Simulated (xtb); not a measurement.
C4H9O2 (SMILES [CH2]OCC(C)O), doublet, from a rough starting geometry; GFN2-xTB (xtb 6.7.1).

xtb was given this input:
```
$ xtb mol.xyz --gfn 2 --uhf 1 --opt vtight --json

# file mol.xyz
15

C      2.47765861    -0.95105850    -0.24642487
O      1.51709510     0.03281107    -0.35269521
C      0.54231290     0.11564544     0.70706235
C     -0.66317399     0.79171605     0.13214199
C     -1.46639945    -0.15341858    -0.78543364
O     -1.45612169     1.14874770     1.25187216
H      2.20635348    -1.85998348     0.32737272
H      3.12135438    -1.04245542    -1.09176896
H      0.88039339     0.71843970     1.51784542
H      0.36369842    -0.87641631     1.07054191
H     -0.35852099     1.71665533    -0.46353694
H     -1.83966827    -1.00172780    -0.17183790
H     -2.29074034     0.29522450    -1.25673034
H     -0.80267562    -0.60766284    -1.51651416
H     -2.29157895     1.57714383     0.93806799
```

Output, abridged:

```
   ID    Z sym.   atoms
    1    6 C      1, 3-5
    2    8 O      2, 6
    3    1 H      7-15

           -------------------------------------------------
          |                Calculation Setup                |
           -------------------------------------------------

           -------------------------------------------------
          |                 G F N 2 - x T B                 |
           -------------------------------------------------

          ...................................................
          :                      SETUP                      :
          :.................................................:
          :  # basis functions                  33          :
          :  # atomic orbitals                  33          :
          :  # shells                           21          :
          :  # electrons                        37          :
          :  max. iterations                   250          :
          :  Hamiltonian                  GFN2-xTB          :
          :  restarted?                      false          :
          :  GBSA solvation                  false          :
          :  PC potential                    false          :
          :  electronic temp.          300.0000000     K    :
          :  accuracy                    1.0000000          :
          :  -> integral cutoff          0.2500000E+02      :
          :  -> integral neglect         0.1000000E-07      :
          :  -> SCF convergence          0.1000000E-05 Eh   :
          :  -> wf. convergence          0.1000000E-03 e    :
          :  Broyden damping             0.4000000          :
          :  net charge                          0          :
          :  unpaired electrons                  1          :
          ...................................................

 iter      E             dE          RMSdq      gap      omega  full diag
   1    -21.3587929 -0.213588E+02  0.384E+00    7.35       0.0  T
   2    -21.3854836 -0.266907E-01  0.213E+00    7.12       1.0  T
   3    -21.3860988 -0.615116E-03  0.754E-01    7.22       1.0  T
   4    -21.3866206 -0.521839E-03  0.145E-01    7.15       1.0  T
   5    -21.3866866 -0.659769E-04  0.720E-02    7.16       1.0  T
   6    -21.3866889 -0.231506E-05  0.203E-02    7.16       1.3  T
   7    -21.3866894 -0.527583E-06  0.530E-03    7.17       4.9  T
   8    -21.3866895 -0.477400E-07  0.200E-03    7.17      12.9  T
   9    -21.3866895 -0.295711E-08  0.325E-04    7.17      79.4  T
  10    -21.3866895 -0.156025E-09  0.145E-04    7.17     178.3  T

   *** convergence criteria satisfied after 10 iterations ***

         :::::::::::::::::::::::::::::::::::::::::::::::::::::
         ::                     SUMMARY                     ::
         :::::::::::::::::::::::::::::::::::::::::::::::::::::
         :: total energy             -21.183315348389 Eh    ::
         :: gradient norm              0.090704512036 Eh/a0 ::
         :: HOMO-LUMO gap              7.167049225118 eV    ::
         ::.................................................::
         :: SCC energy               -21.386676716322 Eh    ::
         :: -> isotropic ES            0.038619594229 Eh    ::
         :: -> anisotropic ES          0.003124875772 Eh    ::
         :: -> anisotropic XC          0.004351782376 Eh    ::
         :: -> dispersion             -0.007668713442 Eh    ::
         :: repulsion energy           0.203361367933 Eh    ::
         :: add. restraining           0.000000000000 Eh    ::
         :: total charge              -0.000000000000 e     ::
         :::::::::::::::::::::::::::::::::::::::::::::::::::::

      -----------------------------------------------------------
     |                   =====================                   |
     |                        A N C O P T                        |
     |                   =====================                   |
     |               Approximate Normal Coordinate               |
     |                Rational Function Optimizer                |
      -----------------------------------------------------------
      -----------------------------------------------------------
     |                   =====================                   |
     |                        A N C O P T                        |
     |                   =====================                   |
     |               Approximate Normal Coordinate               |
     |                Rational Function Optimizer                |
      -----------------------------------------------------------

          ...................................................
          :                      SETUP                      :
          :.................................................:
          :   optimization level         verytight          :
          :   max. optcycles                   300          :
          :   ANC micro-cycles                  20          :
          :   degrees of freedom                39          :
          :.................................................:
          :   RF solver                   davidson          :
          :   write xtbopt.log                true          :
          :   linear?                        false          :
          :   energy convergence         0.1000000E-06 Eh   :
          :   grad. convergence          0.2000000E-03 Eh/α :
          :   maxmium RF displ.          1.0000000          :
          :   Hlow (freq-cutoff)         0.1000000E-01      :
          :   Hmax (freq-cutoff)         5.0000000          :
          :   S6 in model hess.         20.0000000          :
          ...................................................

generating ANC from exact Hessian ...
Using Lindh-Hessian (1995)
 Shifting diagonal of input Hessian by    7.3155888292067879E-003
 Lowest  eigenvalues of input Hessian
    0.000000    0.000000    0.000000    0.000000    0.000000    0.000000
[...]
 * total energy  :   -21.1916377 Eh     change       -0.2979354E-05 Eh
 * total energy  :   -21.1916402 Eh     change       -0.2498419E-05 Eh
 * total energy  :   -21.1916411 Eh     change       -0.8897168E-06 Eh
 * total energy  :   -21.1916415 Eh     change       -0.3351106E-06 Eh
 * total energy  :   -21.1916417 Eh     change       -0.2634656E-06 Eh
 * total energy  :   -21.1916419 Eh     change       -0.1774091E-06 Eh
 * total energy  :   -21.1916420 Eh     change       -0.1243492E-06 Eh
 * total energy  :   -21.1916421 Eh     change       -0.1085439E-06 Eh
 * total energy  :   -21.1916422 Eh     change       -0.1161084E-06 Eh
 * total energy  :   -21.1916424 Eh     change       -0.1271631E-06 Eh
 * total energy  :   -21.1916425 Eh     change       -0.1180810E-06 Eh
 * total energy  :   -21.1916426 Eh     change       -0.9602023E-07 Eh
   *** GEOMETRY OPTIMIZATION CONVERGED AFTER 32 ITERATIONS ***
         :: total energy             -21.191642591008 Eh    ::
[...]
         :: add. restraining           0.000000000000 Eh    ::
         :: total charge              -0.000000000000 e     ::
         :::::::::::::::::::::::::::::::::::::::::::::::::::::

           -------------------------------------------------
          |                Property Printout                |
           -------------------------------------------------

    * Orbital Energies and Occupations

         #    Occupation            Energy/Eh            Energy/eV
      -------------------------------------------------------------
         1        2.0000           -0.7106511             -19.3378
       ...           ...                  ...                  ...
         7        2.0000           -0.5669454             -15.4274
         8        2.0000           -0.5518237             -15.0159
         9        2.0000           -0.5414272             -14.7330
        10        2.0000           -0.5294462             -14.4070
        11        2.0000           -0.5183952             -14.1063
        12        2.0000           -0.5025585             -13.6753
        13        2.0000           -0.4827451             -13.1362
        14        2.0000           -0.4676163             -12.7245
        15        2.0000           -0.4552136             -12.3870
        16        2.0000           -0.4485020             -12.2044
        17        2.0000           -0.4446862             -12.1005
        18        2.0000           -0.4173318             -11.3562
        19        1.0000           -0.2854846              -7.7684 (HOMO)
        20                          0.0072917               0.1984 (LUMO)
        21                          0.0717289               1.9518
        22                          0.0963204               2.6210
        23                          0.1091252               2.9694
        24                          0.1219768               3.3192
        25                          0.1307710               3.5585
        26                          0.1614861               4.3943
        27                          0.1768352               4.8119
        28                          0.1993418               5.4244
        29                          0.2361121               6.4249
        30                          0.2410111               6.5582
       ...                                ...                  ...
        33                          0.3507218               9.5436
      -------------------------------------------------------------
                  HL-Gap            0.2927763 Eh            7.9668 eV
             Fermi-level           -0.2452523 Eh           -6.6737 eV

     #   Z          covCN         q      C6AA      α(0)
     1   6 C        2.739    -0.020    28.492     8.740
     2   8 O        1.704    -0.238    17.937     5.718
     3   6 C        3.709     0.075    19.462     6.305
     4   6 C        3.723     0.116    18.782     6.189
     5   6 C        3.753    -0.123    22.920     6.827
     6   8 O        1.656    -0.450    21.844     6.309
     7   1 H        0.926     0.024     2.679     2.560
     8   1 H        0.926     0.047     2.364     2.404
     9   1 H        0.923     0.052     2.294     2.368
    10   1 H        0.923     0.044     2.395     2.420
    11   1 H        0.923     0.029     2.598     2.521
    12   1 H        0.925     0.051     2.305     2.374
    13   1 H        0.925     0.039     2.459     2.452
    14   1 H        0.925     0.058     2.225     2.332
    15   1 H        0.805     0.296     0.732     1.344

 Mol. C6AA /au·bohr⁶  :       1676.515447
 Mol. C8AA /au·bohr⁸  :      35041.225895
 Mol. α(0) /au        :         60.864624

Wiberg/Mayer (AO) data.
largest (>0.10) Wiberg bond orders for each atom

 ---------------------------------------------------------------------------
     #   Z sym  total        # sym  WBO       # sym  WBO       # sym  WBO
 ---------------------------------------------------------------------------
     1   6 C    3.252 --     2 O    1.249     7 H    0.979     8 H    0.978
     2   8 O    2.282 --     1 C    1.249     3 C    0.980
     3   6 C    3.946 --     4 C    0.984     2 O    0.980    10 H    0.963
                             9 H    0.961
     4   6 C    3.956 --     5 C    1.003     6 O    0.988     3 C    0.984
                            11 H    0.960
     5   6 C    3.994 --     4 C    1.003    13 H    0.985    12 H    0.985
                            14 H    0.982
     6   8 O    1.952 --     4 C    0.988    15 H    0.896
     7   1 H    0.999 --     1 C    0.979
     8   1 H    0.997 --     1 C    0.978
     9   1 H    0.997 --     3 C    0.961
    10   1 H    0.998 --     3 C    0.963
    11   1 H    0.999 --     4 C    0.960
    12   1 H    0.997 --     5 C    0.985
    13   1 H    0.998 --     5 C    0.985
    14   1 H    0.997 --     5 C    0.982
    15   1 H    0.912 --     6 O    0.896
 ---------------------------------------------------------------------------

Topologies differ in total number of bonds
Writing topology from bond orders to xtbtopo.mol

molecular dipole:
                 x           y           z       tot (Debye)
 q only:       -0.474       0.003      -0.157
   full:       -0.640      -0.051      -0.217       1.721
molecular quadrupole (traceless):
                xx          xy          yy          xz          yz          zz
 q only:        2.652      -2.333       0.217       2.013      -0.944      -2.868
  q+dip:        1.810      -2.723       2.134       3.083      -2.318      -3.944
   full:        2.396      -3.246       1.586       2.868      -1.835      -3.982

optimized geometry written to: xtbopt.xyz

           -------------------------------------------------
          | TOTAL ENERGY              -21.191642591008 Eh   |
          | GRADIENT NORM               0.000032012908 Eh/α |
          | HOMO-LUMO GAP               7.966848806579 eV   |
           -------------------------------------------------

normal termination of xtb
```
